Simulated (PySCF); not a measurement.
Sc⁺: ionisation energy

Sc⁺ [Ar] 3d1 4s1 (3D) → Sc²⁺ [Ar] 3d1 (2D), as a difference of total energies. Computed with PySCF 2.14 in x2c-TZVPall (6s5p4d1f, 48 functions), with the spin-free X2C one-electron Hamiltonian (Gaussian nucleus). Correlated levels: valence: [Ar] frozen. The calculations carry no spin-orbit coupling.

```tsv
method	ionisation energy (eV)	difference from reference (eV)
UHF	12.228	-0.572
M06-L	12.093	-0.707
MP2 (valence)	12.301	-0.499
SCS-MP2 (valence)	12.252	-0.548
```

Reference: 12.800 eV (measured; NIST Atomic Spectra Database, ionization energies).

The reference lies between the lowest fine-structure levels, while these numbers refer to the centres of the terms.

Errors of the correlated levels include the incompleteness of this basis and the frozen core.
